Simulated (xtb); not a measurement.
KCl, SMILES [Cl][K]. All values are semi-empirical tight-binding results from xtb (GFN2-xTB unless named), good for trends rather than for accurate numbers. Geometry: GFN2-xTB.

For metal compounds this method's bond lengths and energies can be far off.

* **point group as xtb finds it**: C∞v
* **orbital gap**: 1.53 eV
